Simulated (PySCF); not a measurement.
Job file and geometry (Å, from PBE0-D3(BJ)/def2-SVP) of an NMR shielding run on `ClB(Cl)B(Cl)Cl`, B₂Cl₄, GIAO wB97X-D/pcSseg-2 NMR shielding, non-relativistic, gas phase in PySCF; density fitting, a coarse starting grid and PySCF grid level 2 are the driver's defaults:

```
$ OMP_NUM_THREADS=1 python probes_run.py task.json out

{"job": {"kind": "nmr", "xc": "wB97X-D", "basis": "pcSseg-2", "pop": false}, "charge": 0, "multiplicity": 1}
Cl    -1.661367    -1.267765     0.930677
B     -0.827412    -0.108409    -0.075890
Cl    -1.745121     0.863384    -1.201138
B      0.852157     0.075759     0.038406
Cl     1.915330    -0.900441    -0.945433
Cl     1.535784     1.245442     1.140958
```

Task: Write the output of this run.

Result: 
```
coarse grid: 8672 points
cycle   1  E = -1890.6251452219  dE =  8.476e-01  |g| = 4.917e-01  |ddm| = 1.851e+00
cycle   2  E = -1890.6206053738  dE =  4.540e-03  |g| = 5.875e-01  |ddm| = 8.665e-01
cycle   3  E = -1890.7042626234  dE = -8.366e-02  |g| = 3.210e-02  |ddm| = 4.232e-01
cycle   4  E = -1890.7047614822  dE = -4.989e-04  |g| = 8.863e-03  |ddm| = 5.682e-02
cycle   5  E = -1890.7048143630  dE = -5.288e-05  |g| = 3.346e-03  |ddm| = 2.366e-02
cycle   6  E = -1890.7048176191  dE = -3.256e-06  |g| = 5.571e-04  |ddm| = 4.507e-03
final grid: 69400 points
cycle   7  E = -1890.7397493929  dE = -1.816e-04  |g| = 5.979e-03  |ddm| = 3.254e-02
cycle   8  E = -1890.7397509282  dE = -1.535e-06  |g| = 5.240e-03  |ddm| = 8.742e-03
cycle   9  E = -1890.7397573345  dE = -6.406e-06  |g| = 8.181e-04  |ddm| = 4.374e-03
cycle  10  E = -1890.7397574785  dE = -1.439e-07  |g| = 1.879e-04  |ddm| = 6.330e-04
cycle  11  E = -1890.7397574876  dE = -9.141e-09  |g| = 5.834e-05  |ddm| = 1.907e-04
cycle  12  E = -1890.7397574895  dE = -1.904e-09  |g| = 1.173e-05  |ddm| = 8.913e-05
cycle  13  E = -1890.7397574897  dE = -2.119e-10  |g| = 4.194e-06  |ddm| = 3.656e-05
converged SCF energy = -1890.7397574897

GIAO shielding tensors (ppm)
atom      isotropic    diamagn.    paramagn.     s11        s22        s33       span
  0 Cl     640.125    1147.606    -507.481    304.860    696.668    918.849    613.989
  1 B       33.316     192.656    -159.340    -18.807     19.347     99.408    118.215
  2 Cl     639.702    1147.606    -507.904    304.068    696.300    918.739    614.670
  3 B       33.309     192.677    -159.368    -18.764     19.264     99.428    118.192
  4 Cl     640.312    1147.568    -507.256    304.709    696.493    919.735    615.025
  5 Cl     640.121    1147.610    -507.489    304.447    696.373    919.543    615.095
```

Task: Turn these shieldings into chemical shifts. Shifts are taken against calculated references (same method and geometry level): ³⁵Cl (935.79 ppm) against HCl; ¹¹B (99.96 ppm) against BF3·OEt2.

Result: Averaging equivalent atoms: Cl 0/2/4/5: 296; B 1/3: 66.6 ppm. 

Size and cost of the density-fitted run: 244 basis functions, 34 s wall time on 1 thread of an Arm Neoverse V2, shared host; peak memory 1 GiB.
